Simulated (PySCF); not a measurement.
C₆H₁₂NO (doublet state).
Numbering: `[CH3:1][O:2][C@H:3]1[CH2:4][CH2:5][CH2:6][CH:7][NH:8]1` (hydrogens: H9, H10, H11 on C1; H12 on C3; H13, H14 on C4; H15, H16 on C5; H17, H18 on C6; H19 on C7; H20 on N8)

Structure used (GFN2-xTB), in Å, numbered top down from 1:
```
atom  x, y, z in Å
C1     2.633    0.443   -0.441
O2     1.438   -0.271   -0.608
C3     0.659   -0.439    0.576
C4    -0.171    0.802    0.916
C5    -1.214    1.035   -0.170
C6    -2.157   -0.167   -0.212
C7    -1.376   -1.422   -0.350
N8    -0.202   -1.573    0.399
H9     2.455    1.488   -0.165
H10    3.267   -0.021    0.325
H11    3.143    0.410   -1.402
H12    1.348   -0.667    1.412
H13    0.491    1.665    1.012
H14   -0.658    0.633    1.878
H15   -0.707    1.134   -1.131
H16   -1.769    1.954    0.029
H17   -2.854   -0.081   -1.049
H18   -2.763   -0.167    0.712
H19   -1.884   -2.344   -0.577
H20    0.317   -2.401    0.132
```

The hyperfine couplings belong to this conformer and change with its torsions.

Level of theory: UKS B3LYP, pcH-1 on C H N O, non-relativistic, mean-field spin-orbit, GIAO (PySCF 2.14.0). One conformer (not necessarily the lowest) at the GFN2-xTB geometry, without solvent, vibrations or thermal averaging. A GFN2-xTB geometry isn't a minimum of the functional, and hyperfine couplings can be far from their values at a DFT geometry. No stability test was run, so a lower SCF solution isn't excluded.

**Question.** Predict the first-order ENDOR lines of N8, H18, H19, H17, H12, H20, H15, H16, H13 and H9/H10/H11 under fast tumbling at B = 334.0 mT (X band).

**Answer.** ν± = |νn ± a/2|, one line for each electron-spin manifold; νn = |g_N| × 7.62259 MHz/T × B.

```
    nuclei  isotope     g_N  νn (MHz)  a_iso (MHz)  lower line (MHz)  upper line (MHz)
        N8      14N  0.4038      1.03         9.88              3.91              5.97
       H18       1H  5.5857     14.22       116.47             44.02             72.46
       H19       1H  5.5857     14.22       -37.60              4.58             33.02
       H17       1H  5.5857     14.22        26.22              1.11             27.33
       H12       1H  5.5857     14.22         4.05             12.19             16.25
       H20       1H  5.5857     14.22         3.95             12.25             16.20
       H15       1H  5.5857     14.22        -1.80             13.32             15.12
       H16       1H  5.5857     14.22        -1.68             13.38             15.06
       H13       1H  5.5857     14.22        -0.84             13.80             14.64
H9/H10/H11       1H  5.5857     14.22         0.56             13.94             14.50
```

**Question.** Which pairs are centred on the nuclear Larmor frequency, and which on half the coupling?

**Answer.** Centred on νn, since |a| < 2νn: H17, H12, H20, H15, H16, H13 and H9/H10/H11. Centred on |a|/2 and split by 2νn: N8, H18 and H19.

Means are taken over nuclei equivalent by connectivity, which assumes that they swap fast.
